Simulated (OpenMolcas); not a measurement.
# What dynamic correlation does to the levels of Se⁺

```
Program             : OpenMolcas
Basis               : ANO-RCC-VQZP [7s6p4d2f1g]
Scalar Hamiltonian  : DKH2, point nucleus
Active space        : 5 electrons in 9 orbitals (RAS2 4s 4p; RAS3 4d, at most 2 electrons)
State averaging     : 2S+1 = 4 odd, 1 root; 2S+1 = 2 odd, 8 roots; 2S+1 = 4 even, 3 roots; 2S+1 = 2 even, 8 roots
Spin-orbit coupling : state interaction with AMFI integrals over the reference wave functions, term energies averaged over their components
```

Methods on the same reference wave functions:
A. RASSCF
B. SS-RASPT2, IPEA 0.25 Eh, imaginary shift 0.1 Eh (closed shells correlated: 3d)
C. XMS-RASPT2, IPEA 0.25 Eh, imaginary shift 0.1 Eh (closed shells correlated: 3d)

Energies in cm-1 above 4s2 4p3 4S* 3/2, the measured ground level; measured values from NIST Handbook of Basic Atomic Spectroscopic Data.

| Level | A | B | C | Measured |
| --- | --- | --- | --- | --- |
| 4s2 4p3 4S* 3/2 | 0.0 | 0.0 | 0.0 | 0.0 |
| 4s2 4p3 2D* 3/2 | 16642 | 13660 | 13630 | 13168 |
| 4s2 4p3 2D* 5/2 | 17098 | 14120 | 14090 | 13784 |
| 4s2 4p3 2P* 1/2 | 26780 | 23770 | 23770 | 23038 |
| 4s2 4p3 2P* 3/2 | 27339 | 24350 | 24350 | 23895 |
| 4s 4p4 4P 5/2 | 82782 | 82810 | 82510 | 83877 |
| 4s 4p4 4P 3/2 | 84329 | 84360 | 84070 | 85580 |
| 4s 4p4 4P 1/2 | 85241 | 85280 | 84980 | 86438 |

Deviations, from unrounded energies. A percentage is the sum of absolute deviations over the sum of measured energies, with the sign that they share, or ± where signs differ.

```csv
Against measurement,Levels,A,B,C
mean absolute deviation (cm-1),7,2500,780,900
other terms of the ground configuration (%),4,+18.9,+2.7,+2.6
other configurations (%),3,-1.4,-1.3,-1.7
```

B lies closest to measurement on these levels and A furthest from it. The largest miss of B in the table is 4s 4p4 4P 3/2, by -1200 cm-1. The ranking rests on the paired levels alone, and a cruder setting can come out closer through cancelling errors.

Between B and C the level of the table that moves most is 4s 4p4 4P 1/2, by 300 cm-1 (lowest in C, highest in B). Moves below CASPT2's spread within the term are not significant.

From A to B the spin-free energies of the other terms of 4s2 4p3 shown, above 4S*, scale by factors of 0.82 to 0.89.

The lowest spin-free term lies below A's lowest term by 0.120 hartree in B, 0.120 hartree in C.

CASPT2 breaks the degeneracy within a term, and the mean is taken; among the terms shown or strongly mixed into the levels shown the widest spread is 31 cm-1 (4s2 4p3 2D*, C). The run also gave levels led by 4s2 4p2 4d, which use shells meant for correlation; these and all levels above them are left out. Some terms mix strongly with configurations of 4d, whose occupation reaches 0.19 (4s 4p4 4P). Without dynamic correlation excited terms often stand tens of per cent too high (terms of higher spin than the ground term too low), and those without a measured partner can miss by more than the paired ones (holds for A). Computed and measured levels are paired by configuration, term and J; levels that our copy of the source lacks, or whose pairing is in doubt (as where it misses far off the trend of its configuration), stay unpaired and out of the deviations. Levels of configurations outside the active space are missing. Levels that lie high or do not pair safely by name in every column are left out.

* marks odd parity.
